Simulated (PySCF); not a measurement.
# [ICl6]+: from structure and modes to constants

All numbers come from B3LYP in PySCF with I def2-SVP with ECP28, Cl def2-SVP; scalar-relativistic core potentials, no spin–orbit coupling; density-fitted integrals.

The singlet minimum has Oh symmetry. Masses (u): I 126.90447, Cl 34.96885.

```xyz
7
charge 1 multiplicity 1, angstrom
I     0.0000    0.0000    0.0000
Cl    0.0000    0.0000    2.3974
Cl    0.0000    0.0000   -2.3974
Cl    2.3974    0.0000    0.0000
Cl    0.0000    2.3974    0.0000
Cl   -2.3974    0.0000    0.0000
Cl    0.0000   -2.3974    0.0000
```

Harmonic wavenumbers (cm⁻¹): 106.3 (t2u, ×3), 156.4 (t2g, ×3), 169.8 (t1u, ×3), 290.6 (eg, ×2), 298.9 (a1g, ×1), 351.0 (t1u, ×3).

**Question.** Find the vibrational entropy and heat capacity at 298.15 K.

**Answer.** With u = 1.43878 ω/T, each mode gives S = R[u/(eᵘ−1) − ln(1−e⁻ᵘ)] and C = R u² eᵘ/(eᵘ−1)².
| ω (cm⁻¹) | u | S (J/(mol K)) | C (J/(mol K)) |
| --- | --- | --- | --- |
| 106.3 (×3) | 0.513 | 13.96 | 8.13 |
| 156.4 (×3) | 0.755 | 10.85 | 7.93 |
| 169.8 (×3) | 0.819 | 10.20 | 7.86 |
| 290.6 (×2) | 1.402 | 6.15 | 7.08 |
| 298.9 | 1.442 | 5.95 | 7.01 |
| 351.0 (×3) | 1.694 | 4.86 | 6.58 |
The sums over all modes are S = 137.9 and C = 112.7 J/(mol K); the softest mode gives 10 % of the entropy (each member, where degenerate).

**Question.** Give the standard entropy (298.15 K, 1 bar) by its translational, rotational, vibrational and spin parts, and Cp.

**Answer.** Sackur–Tetrode with M = 336.72 u gives 181.4; rotation with symmetry number 24 gives 105.5; vibration 137.9; spin R ln 1 = 0.0. The total is 424.8 J/(mol K), and Cp = 4 R + 112.7 = 146.0 J/(mol K).

This need not be the most stable arrangement of these atoms.
